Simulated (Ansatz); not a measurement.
Ansatz (a program for electronic structure) input (RI-MP2/cc-pV(T+d)Z):
A basis named .json is the Basis Set Exchange file of that set.

Ansatz 0.2 input:
```yaml
crystal:
  periodic: [false, false, false]
  atoms:
    - {symbol: C, position_ang: [-2.19851186, -0.70160685, 0.29549372]}
    - {symbol: C, position_ang: [-1.86394627, 0.73767989, 0.12393331]}
    - {symbol: C, position_ang: [-0.45799757, 1.17834112, 0.33935100]}
    - {symbol: C, position_ang: [0.53913260, 0.24854129, -0.37215669]}
    - {symbol: C, position_ang: [0.26210940, -1.21645984, -0.03815244]}
    - {symbol: C, position_ang: [-1.17192757, -1.60731631, -0.40355785]}
    - {symbol: S, position_ang: [2.27967251, 0.73043257, -0.06811666]}
    - {symbol: H, position_ang: [-2.19878475, -0.95700351, 1.36964042]}
    - {symbol: H, position_ang: [-3.20667316, -0.91495474, -0.06494058]}
    - {symbol: H, position_ang: [-2.64963901, 1.47484893, 0.02610005]}
    - {symbol: H, position_ang: [-0.30536452, 2.20844826, 0.01658274]}
    - {symbol: H, position_ang: [-0.21566761, 1.15586826, 1.41578283]}
    - {symbol: H, position_ang: [0.43461738, 0.38843083, -1.45183837]}
    - {symbol: H, position_ang: [0.97863880, -1.85337914, -0.55848906]}
    - {symbol: H, position_ang: [0.42338425, -1.36989330, 1.03500445]}
    - {symbol: H, position_ang: [-1.30083653, -1.52472475, -1.48704876]}
    - {symbol: H, position_ang: [-1.35232211, -2.65223863, -0.14056985]}
    - {symbol: H, position_ang: [2.26473451, 0.52260103, 1.26017622]}
basis:
  gaussian:
    orbitals: cc-pV_T+d_Z.json
    fitting: {mean_field: def2-universal-jkfit, correlation: cc-pVTZ-RIFIT.json}
magnetization: {spin_polarized: true, initial_magnetization: 1}
correlation: {method: mp2, electrons: outside_noble_gas}
```

End of the output:

```
integrals: 0.85 GiB planned
776 factors; integrals over basis functions are off by at most 1.3e0 eV
1.03 GiB of device memory are held for the factors and their scratch space
mean field: 1.88 GiB planned
mean field evaluation 1: about -17170.6665 eV, gradient 2.8e1 eV
mean field evaluation 2: about -17174.9887 eV, gradient 1.2e1 eV
mean field evaluation 4: about -17175.9630 eV, gradient 1.0e0 eV
mean field evaluation 8: about -17175.9777 eV, gradient 2.4e-6 eV
mean field -17175.97774067 eV, -631.2055396739 hartree, gradient 2.4e-6 eV, S^2 0.764476; 0 other end points of the search recorded, 0 dependent functions left out
11 core orbitals not correlated
938 factors; their error is unknown
reference -17175.97774067 eV, -631.2055396739 hartree; 21, 20 occupied and 341, 342 virtual orbitals, 938 factors
second order -31.99965828 eV of doubles, -0.00000000 eV of singles
Total energy: -17207.97739895 eV, -632.3815054256 hartree
```

It need not be the lowest isomer of its formula.
